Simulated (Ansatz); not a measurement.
Total energies of C$_{3}$H$_{6}$OSi (`C=C1OC1[SiH3]`).

| atom | x (Å) | y (Å) | z (Å) |
| --- | --- | --- | --- |
| C1 | -0.323 | -1.689 | -1.356 |
| C2 | -0.030 | -1.066 | -0.237 |
| O3 | -0.319 | -1.123 | 1.072 |
| C4 | 0.609 | -0.069 | 0.572 |
| Si5 | -0.054 | 1.687 | 0.668 |
| H6 | -0.996 | -2.536 | -1.359 |
| H7 | 0.117 | -1.357 | -2.285 |
| H8 | 1.642 | -0.264 | 0.860 |
| H9 | -1.470 | 1.680 | 0.230 |
| H10 | 0.766 | 2.546 | -0.226 |
| H11 | 0.058 | 2.191 | 2.061 |

The species carries charge 0 and has multiplicity 1. The structure was optimised at the PBE0-D4/def2-TZVP level. Basis def2-TZVPP, Ansatz 0.2.0.

RPA on PBE orbitals: Hartree–Fock energy of these orbitals -480.82630 Eh, correlation -1.38766 Eh (frozen core).

```csv
functional,energy without D4 (Eh),D4 term (kJ/mol)
LDA (SPW92),-479.84430,–
r2SCAN,-482.50752,-5.4
B97M-V,-482.55077,–
PBE0,-482.29508,-18.0
B3LYP,-482.66946,-34.2
r2SCANh,-482.49454,-5.7
r2SCAN0,-482.47633,-6.2
HSE06 (plane-wave form),-482.27817,-16.7
CAM-B3LYP,-482.55557,-18.1
LC-ωPBE,-482.42402,–
ωB97X-V,-482.53744,–
ωB97M-V,-482.54081,–
B2PLYP,-482.36367,–
PBE-QIDH,-482.17608,–
```

Problem. Give the same for PBE, revPBE, BLYP, BHLYP. (Best estimate.)

Solution. The calculation gave: 
```json
{"functional": "PBE", "energy without D4 (Eh)": "-482.25770", "D4 term (kJ/mol)": "-21.3"}
{"functional": "revPBE", "energy without D4 (Eh)": "-482.52943", "D4 term (kJ/mol)": "-67.5"}
{"functional": "BLYP", "energy without D4 (Eh)": "-482.57519", "D4 term (kJ/mol)": "-47.1"}
{"functional": "BHLYP", "energy without D4 (Eh)": "-482.52677", "D4 term (kJ/mol)": "-25.2"}
```

B3LYP takes the VWN-RPA correlation (the form of Gaussian; ORCA's B3LYP/G). HSE06 is the plane-wave form, built on full-range PBE exchange. The double hybrids freeze the cores in their second-order part.

LC-ωPBE has ω = 0.4 bohr⁻¹.
